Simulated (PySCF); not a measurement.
Cl$_{4}$Hf (SMILES [Cl][Hf]([Cl])([Cl])[Cl]), singlet, at a GFN2-xTB geometry (such geometries of metal compounds can be far from the true shape) (core potentials on Hf); DF-PBE/def2-SVP (PySCF).

Input for PySCF:
```python
from pyscf import gto, scf, dft

mol = gto.Mole()
mol.atom = '''
    Hf   -0.000000    0.000000   -0.000000
    Cl    1.780450   -0.578059   -1.237178
    Cl    0.665172    0.484183    2.087553
    Cl   -0.988261    1.799084   -0.906313
    Cl   -1.457362   -1.705207    0.055938
'''
mol.basis = 'def2-svp'
mol.ecp = {'Hf': 'def2-svp'}
mol.charge = 0
mol.spin = 0
mol.verbose = 4
mol.build()

mf = dft.RKS(mol)
mf.xc = 'pbe'
mf = mf.density_fit(auxbasis='def2-universal-jkfit')
mf.kernel()
mf.analyze()
```

It wrote (shortened):

```
PySCF version 2.14.0

[INPUT] verbose = 4
[INPUT] num. atoms = 5
[INPUT] num. electrons = 80
[INPUT] charge = 0
[INPUT] spin (= nelec alpha-beta = 2S) = 0
[INPUT] symmetry False subgroup None
[INPUT] Mole.unit = angstrom
[INPUT] Symbol           X                Y                Z      unit          X                Y                Z       unit  Magmom
[INPUT]  1 Hf     0.000000000000   0.000000000000   0.000000000000 AA    0.000000000000   0.000000000000   0.000000000000 Bohr   0.0
[INPUT]  2 Cl     1.780450000000  -0.578059000000  -1.237178000000 AA    3.364562878482  -1.092373193840  -2.337927587337 Bohr   0.0
[INPUT]  3 Cl     0.665172000000   0.484183000000   2.087553000000 AA    1.256992905729   0.914973264170   3.944903440514 Bohr   0.0
[INPUT]  4 Cl    -0.988261000000   1.799084000000  -0.906313000000 AA   -1.867542629589   3.399776035087  -1.712683353133 Bohr   0.0
[INPUT]  5 Cl    -1.457362000000  -1.705207000000   0.055938000000 AA   -2.754015044348  -3.222374215691   0.105707499956 Bohr   0.0

nuclear repulsion = 442.867004020094
number of shells = 44
number of NR pGTOs = 201
number of NR cGTOs = 104
basis = def2-svp
ecp = {'Hf': 'def2-svp'}

******** <class 'pyscf.df.df_jk.DFRKS'> ********
method = DFRKS
initial guess = minao
damping factor = 0
level_shift factor = 0
DIIS = <class 'pyscf.scf.diis.CDIIS'>
diis_start_cycle = 1
diis_space = 8
diis_damp = 0
SCF conv_tol = 1e-09
SCF conv_tol_grad = None
SCF max_cycles = 50
direct_scf = False
XC library pyscf.dft.libxc version 7.1.2
    S. Lehtola, C. Steigemann, M. J. T. Oliveira, and M. A. L. Marques,  SoftwareX 7, 1–5 (2018)
XC functionals = pbe
    J. P. Perdew, K. Burke, and M. Ernzerhof,  Phys. Rev. Lett. 77, 3865 (1996)
    J. P. Perdew, K. Burke, and M. Ernzerhof,  Phys. Rev. Lett. 78, 1396 (1997)
    J. P. Perdew, K. Burke, and M. Ernzerhof,  Phys. Rev. Lett. 77, 3865 (1996)
    J. P. Perdew, K. Burke, and M. Ernzerhof,  Phys. Rev. Lett. 78, 1396 (1997)
radial grids:
    Treutler-Ahlrichs [JCP 102, 346 (1995); DOI:10.1063/1.469408] (M4) radial grids

becke partition: Becke, JCP 88, 2547 (1988); DOI:10.1063/1.454033
pruning grids: <function nwchem_prune>
grids dens level: 3
symmetrized grids: False
atomic radii adjust function: <function treutler_atomic_radii_adjust>
small_rho_cutoff = 0
Set gradient conv threshold to 3.16228e-05
Initial guess from minao.
tot grids = 99312
init E= -1875.47840357294
  HOMO = -0.496117429351986  LUMO = -0.360850125381174  gap/eV = 3.68081
cycle= 1 E= -1887.25401623358  delta_E= -11.8  |g|= 1.46  |ddm|= 7.65
  HOMO = -0.236046535400468  LUMO = 0.0357267202620233  gap/eV = 7.39533
cycle= 2 E= -1886.47162243477  delta_E= 0.782  |g|= 2.02  |ddm|= 3.91
  HOMO = -0.284890500448362  LUMO = -0.0610357766420811  gap/eV = 6.09140
cycle= 3 E= -1887.81169130965  delta_E= -1.34  |g|= 0.204  |ddm|= 2.65
  HOMO = -0.312989074324972  LUMO = -0.0990044888739258  gap/eV = 5.82282
cycle= 4 E= -1887.82152215885  delta_E= -0.00983  |g|= 0.0585  |ddm|= 0.388
  HOMO = -0.304780830442992  LUMO = -0.0896345299065956  gap/eV = 5.85443
cycle= 5 E= -1887.82228372548  delta_E= -0.000762  |g|= 0.0159  |ddm|= 0.0972
  HOMO = -0.305756909411436  LUMO = -0.0892104104395017  gap/eV = 5.89253
cycle= 6 E= -1887.82235187859  delta_E= -6.82e-05  |g|= 0.000853  |ddm|= 0.0168
  HOMO = -0.305632706392913  LUMO = -0.0890213993462888  gap/eV = 5.89429
cycle= 7 E= -1887.82235210391  delta_E= -2.25e-07  |g|= 8.85e-05  |ddm|= 0.00117
  HOMO = -0.305635386791806  LUMO = -0.0890321669095704  gap/eV = 5.89407
cycle= 8 E= -1887.82235210626  delta_E= -2.35e-09  |g|= 2.42e-05  |ddm|= 0.000115
  HOMO = -0.305636368052046  LUMO = -0.0890324458766854  gap/eV = 5.89409
cycle= 9 E= -1887.82235210645  delta_E= -1.86e-10  |g|= 3.82e-06  |ddm|= 3.68e-05
  HOMO = -0.305636547242947  LUMO = -0.0890323322798446  gap/eV = 5.89410
Extra cycle  E= -1887.82235210644  delta_E= 8.19e-12  |g|= 7.07e-06  |ddm|= 1.4e-05
converged SCF energy = -1887.82235210644
**** SCF Summaries ****
Total Energy =                       -1887.822352106440576
Nuclear Repulsion Energy =             442.867004020094498
One-electron Energy =                -3503.838130729638578
Two-electron Energy =                 1173.148774603103448
Two-electron Coulomb Energy =         1291.509046593994526
DFT Exchange-Correlation Energy =     -118.360271990890979
HOMO-LUMO gap [eV] =                     5.894100906920027
**** MO energy ****
MO #1   energy= -100.65654839069   occ= 2
MO #2   energy= -100.656500272273  occ= 2
MO #3   energy= -100.65649802007   occ= 2
MO #4   energy= -100.656495376281  occ= 2
MO #5   energy= -9.19448445438172  occ= 2
MO #6   energy= -9.19445312866008  occ= 2
MO #7   energy= -9.19445120036296  occ= 2
MO #8   energy= -9.19444874164145  occ= 2
MO #9   energy= -7.01925161281413  occ= 2
MO #10  energy= -7.01923275037379  occ= 2
MO #11  energy= -7.01922968304894  occ= 2
MO #12  energy= -7.01922699868739  occ= 2
MO #13  energy= -7.01705490164017  occ= 2
MO #14  energy= -7.01705151779537  occ= 2
MO #15  energy= -7.01703295033537  occ= 2
MO #16  energy= -7.01703169189226  occ= 2
MO #17  energy= -7.01702603153427  occ= 2
MO #18  energy= -7.0170182780806   occ= 2
MO #19  energy= -7.01700982000259  occ= 2
MO #20  energy= -7.01700795337365  occ= 2
MO #21  energy= -2.39793000203362  occ= 2
MO #22  energy= -1.29109253746727  occ= 2
MO #23  energy= -1.29109234839624  occ= 2
MO #24  energy= -1.29109203515833  occ= 2
MO #25  energy= -0.766664696230756 occ= 2
MO #26  energy= -0.750665764794852 occ= 2
MO #27  energy= -0.750664665014151 occ= 2
MO #28  energy= -0.750663437333191 occ= 2
MO #29  energy= -0.377960148471523 occ= 2
MO #30  energy= -0.358684630093047 occ= 2
MO #31  energy= -0.358683878418713 occ= 2
MO #32  energy= -0.358683335573262 occ= 2
MO #33  energy= -0.347969675793032 occ= 2
MO #34  energy= -0.347969454682248 occ= 2
MO #35  energy= -0.324160255280273 occ= 2
MO #36  energy= -0.324159718554709 occ= 2
MO #37  energy= -0.32415948255677  occ= 2
MO #38  energy= -0.305637411569661 occ= 2
MO #39  energy= -0.305636986344905 occ= 2
MO #40  energy= -0.305636547242947 occ= 2
MO #41  energy= -0.0890323322798446 occ= 0
MO #42  energy= -0.0890316526961465 occ= 0
MO #43  energy= -0.0526399864461604 occ= 0
MO #44  energy= -0.0526391284765241 occ= 0
MO #45  energy= -0.0526381095071987 occ= 0
MO #46  energy= -0.0300388173974336 occ= 0
MO #47  energy= 0.0300532593184724 occ= 0
MO #48  energy= 0.0300540290876585 occ= 0
Dipole moment(X, Y, Z, Debye):  0.00003, -0.00003, -0.00002
```
